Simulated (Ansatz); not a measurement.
Cost and result up the ladder for SiHMe2F (C2H7FSi) (11 atoms). The state is a singlet with charge 0. Geometry: PBE-D4/def2-SVP.

```xyz
11

Si   -0.4064   -0.0363    0.5839
H    -1.0171   -1.2184    1.2901
C    -1.0869    0.1223   -1.1569
H    -2.1876    0.2574   -1.1461
H    -0.8607   -0.7877   -1.7511
H    -0.6382    0.9928   -1.6784
C     1.4662   -0.1416    0.6052
H     1.8546   -0.1955    1.6425
H     1.9150    0.7468    0.1150
H     1.8147   -1.0451    0.0626
F    -0.8537    1.3054    1.4332
```

Ansatz on 4 threads of Arm Neoverse V1 on a shared host. Times are rough, and most runs start from the orbitals of an earlier one. ωB97M-V/def2-TZVP serves as the yardstick here, not as an exact answer. Differences are given only for rows in sets of like size (and for xTB, whose basis is part of the method), since another set adds its own error. Binding counts from free atoms at the same level (Si triplet, H doublet, C triplet, F doublet; other spins of the atoms weren't run), without zero-point energy or a counterpoise term.

LC-ωPBE has ω = 0.4 bohr⁻¹. Correlated methods freeze 8 core orbitals.

Correlated methods converge slowly with the basis.

| level | functions | binding energy per atom (eV) | difference from ωB97M-V/def2-TZVP (eV) |
| --- | --- | --- | --- |
| r2SCANh-D4/def2-TZVP | 172 | 3.90 | -0.02 |
| PBE-D4/def2-SVP | 95 | 3.94 | – |
| PBE-D4/def2-TZVP | 172 | 3.94 | 0.02 |
| BLYP-D4/def2-TZVP | 172 | 3.88 | -0.03 |
| ωB97M-V/def2-TZVP | 172 | 3.91 | 0.00 |
| CCSD(T)/def2-TZVPP | 233 | 3.83 | -0.08 |
| PBE0-D4/def2-TZVP | 172 | 3.89 | -0.02 |
| HF/STO-3G | 31 | 3.62 | – |
| CAM-B3LYP-D4/def2-TZVP | 172 | 3.92 | 0.01 |
| B97M-V/def2-TZVP | 172 | 3.91 | 0.00 |
| r2SCAN-D4/def2-TZVP (with forces) | 172 | 3.91 | 0.00 |
| PBE0-D4/def2-SVP | 95 | 3.90 | – |
| BHLYP-D4/def2-TZVP | 172 | 3.83 | -0.09 |
| LC-ωPBE/def2-TZVP | 172 | 3.89 | -0.02 |

(1) Estimate how long each takes.

Results:

(1) HF/STO-3G 0.1 s; PBE0-D4/def2-SVP 0.75 s; PBE-D4/def2-TZVP 1.2 s; BLYP-D4/def2-TZVP 1.2 s; PBE-D4/def2-SVP 1.2 s; LC-ωPBE/def2-TZVP 1.4 s; PBE0-D4/def2-TZVP 1.5 s; BHLYP-D4/def2-TZVP 1.5 s; CAM-B3LYP-D4/def2-TZVP 1.6 s; r2SCANh-D4/def2-TZVP 2.6 s; r2SCAN-D4/def2-TZVP (with forces) 2.9 s; B97M-V/def2-TZVP 4.8 s; ωB97M-V/def2-TZVP 4.8 s; CCSD(T)/def2-TZVPP 4.2 min. On shared hardware such times vary by a factor of up to 3.
